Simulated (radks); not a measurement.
All-electron atom: Pm2+ in [Xe] 4f5. Calculated with a radial shooting solver on a logarithmic mesh with Libxc functionals: Dirac Kohn-Sham, exchange-only LDA, spin-unpolarised, spherical densities, finite nucleus; open shells fill j = l - 1/2 first; Fermi nuclear charge, rms radius 4.962 fm.

Unscreened Slater integrals over Kohn-Sham orbitals (cm^-1). Large and small components are both included. Empty in this configuration: 4f7/2.

| integral | value |
|---|---|
| F0(4f5/2,4f5/2) | 200470 |
| F2(4f5/2,4f5/2) | 91265 |
| F4(4f5/2,4f5/2) | 56510 |
| F0(4f5/2,5p3/2) | 135300 |
| F2(4f5/2,5p3/2) | 48927 |
| G2(4f5/2,5p3/2) | 28765 |
| G4(4f5/2,5p3/2) | 21466 |
| F0(4f5/2,5p1/2) | 141250 |
| G2(4f5/2,5p1/2) | 32342 |
| F0(4f5/2,5s1/2) | 154000 |
| G3(4f5/2,5s1/2) | 33083 |
| F0(4f5/2,4f7/2) | 198960 |
| F2(4f5/2,4f7/2) | 90466 |
| F4(4f5/2,4f7/2) | 55995 |
| G2(4f5/2,4f7/2) | 90315 |
| G4(4f5/2,4f7/2) | 55906 |
| G6(4f5/2,4f7/2) | 40011 |
| F0(5p3/2,5p3/2) | 115200 |
| F2(5p3/2,5p3/2) | 61867 |
| F0(5p3/2,5p1/2) | 118300 |
| G2(5p3/2,5p1/2) | 62991 |
| F0(5p3/2,5s1/2) | 124450 |
| G1(5p3/2,5s1/2) | 81702 |
| F0(5p3/2,4f7/2) | 134800 |
| F2(5p3/2,4f7/2) | 49159 |
| G2(5p3/2,4f7/2) | 29274 |
| G4(5p3/2,4f7/2) | 21780 |
| F0(5p1/2,5p1/2) | 121740 |
| F0(5p1/2,5s1/2) | 128620 |
| G1(5p1/2,5s1/2) | 87685 |
| F0(5p1/2,4f7/2) | 140690 |
| G4(5p1/2,4f7/2) | 24255 |
| F0(5s1/2,5s1/2) | 137070 |
| F0(5s1/2,4f7/2) | 153300 |
| G3(5s1/2,4f7/2) | 33414 |
| F0(4f7/2,4f7/2) | 197470 |
| F2(4f7/2,4f7/2) | 89690 |
| F4(4f7/2,4f7/2) | 55496 |
| F6(4f7/2,4f7/2) | 39712 |
